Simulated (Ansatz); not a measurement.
`[SH][Ga]([SH])[Br]` and `[SH][Al]([SH])[Br]` differ in one element.

Ansatz, PBE0-D4/def2-TZVP geometries, multiplicity 1. Each molecule was computed in one conformer, which needn't be the lowest.

Scalar relativity is left out up to krypton.

```json
{"property": "HOMO–LUMO gap (PBE0/def2-TZVPP) / eV", "`[SH][Ga]([SH])[Br]`": "6.47"}
{"property": "LUMO energy (B3LYP/def2-TZVPP) / eV", "`[SH][Ga]([SH])[Br]`": "-1.69"}
{"property": "HOMO energy (ωB97M-V/def2-TZVPP) / eV", "`[SH][Ga]([SH])[Br]`": "-10.04"}
{"property": "size of the dipole moment (B3LYP/def2-TZVPP) / D", "`[SH][Ga]([SH])[Br]`": "0.18"}
{"property": "HOMO energy (PBE/def2-TZVPP) / eV", "`[SH][Ga]([SH])[Br]`": "-6.66"}
{"property": "HOMO energy (B3LYP/def2-TZVPP) / eV", "`[SH][Ga]([SH])[Br]`": "-7.61"}
```

What does the change do to each property? (Estimate.)

The calculation gave: 
| property | `[SH][Al]([SH])[Br]` | shift |
| --- | --- | --- |
| HOMO–LUMO gap (PBE0/def2-TZVPP) / eV | 7.04 | 0.57 |
| LUMO energy (B3LYP/def2-TZVPP) / eV | -1.14 | 0.55 |
| HOMO energy (ωB97M-V/def2-TZVPP) / eV | -10.11 | -0.07 |
| size of the dipole moment (B3LYP/def2-TZVPP) / D | 1.95 | 1.77 |
| HOMO energy (PBE/def2-TZVPP) / eV | -6.72 | -0.06 |
| HOMO energy (B3LYP/def2-TZVPP) / eV | -7.67 | -0.06 |

With PBE0 the HOMO falls by 0.07 eV and the LUMO rises by 0.51 eV, so the gap widens by about 0.58 eV. PBE moves the HOMO by -0.06 eV and ωB97M-V by -0.07 eV. Dipoles are sizes alone; their direction can turn.

B3LYP here is the variant with VWN-RPA as its local correlation; programs differ in this.

Spin–orbit coupling is left out; it splits and shifts lone-pair levels of the heavy atoms by tenths of an eV.
